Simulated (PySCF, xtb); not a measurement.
(2R)-2-ethyloxetane (C5H10O), SMILES CC[C@@H]1CCO1.

Geometry optimised at B3LYP-D3(BJ)/def2-SVP. The values are those of a single conformer.

These are C-PCM-ωB97X/def2-SVP (PySCF 2.14.0) values and carry that method's errors.

The values are the electrostatic part of the solvation free energy, E(continuum) − E(gas) at the gas-phase geometry, in a cavity of scaled van der Waals radii (PySCF's table); cavitation and dispersion terms are not included. In vacuum the orbital gap is 13.45 eV. The dipole moment in vacuum is 1.81 D.

| solvent | ε | ΔG(elec) (kcal/mol) | dipole (D) | gap (eV) |
|---|---|---|---|---|
| water | 78.36 | -3.3 | 2.39 | 13.68 |
| ethanol | 24.85 | -3.2 | 2.37 | 13.68 |
| acetone | 20.49 | -3.2 | 2.36 | 13.68 |

For comparison, GFN2-xTB/ALPB(water) (xtb, at the GFN2-xTB geometry, all terms of that model) gives -1.7 kcal/mol.
